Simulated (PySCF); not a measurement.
Fractional electron number in Cr (chromium, neutral)

The 4s alpha orbital of [Ar] 3d5 4s1 is emptied in steps (occupation f), with all orbitals relaxed, ending at [Ar] 3d5. Calculation: PySCF 2.14, in aug-pcseg-2; the non-relativistic Hamiltonian (point nucleus). The exact energy is a straight line in f; departures are measured from the line between the end points of the same method.

| f | BHandHLYP (eV) | r2SCAN0 (eV) |
| --- | --- | --- |
| 1 | 0.000 | 0.000 |
| 0.9 | -0.122 | -0.168 |
| 0.7 | -0.286 | -0.389 |
| 0.5 | -0.341 | -0.464 |
| 0.3 | -0.286 | -0.393 |
| 0.1 | -0.123 | -0.169 |
| 0 | 0.000 | 0.000 |

```
   method  E(f=0) − E(f=1) (eV)  −ε at f=1 (eV)  −ε at f=0.5 (eV)
BHandHLYP                 6.512           5.156             6.511
  r2SCAN0                 6.968           5.092             6.946
```

Orbital energy along the path (eV):

```json
{"f": "1", "BHandHLYP": "-5.156", "r2SCAN0": "-5.092"}
{"f": "0.9", "BHandHLYP": "-5.424", "r2SCAN0": "-5.483"}
{"f": "0.7", "BHandHLYP": "-5.965", "r2SCAN0": "-6.237"}
{"f": "0.5", "BHandHLYP": "-6.511", "r2SCAN0": "-6.946"}
{"f": "0.3", "BHandHLYP": "-7.058", "r2SCAN0": "-7.703"}
{"f": "0.1", "BHandHLYP": "-7.603", "r2SCAN0": "-8.470"}
{"f": "0", "BHandHLYP": "-7.871", "r2SCAN0": "-8.844"}
```

Reference removal energy between the ground levels: 6.767 eV (measured; NIST Atomic Spectra Database, ionization energies).
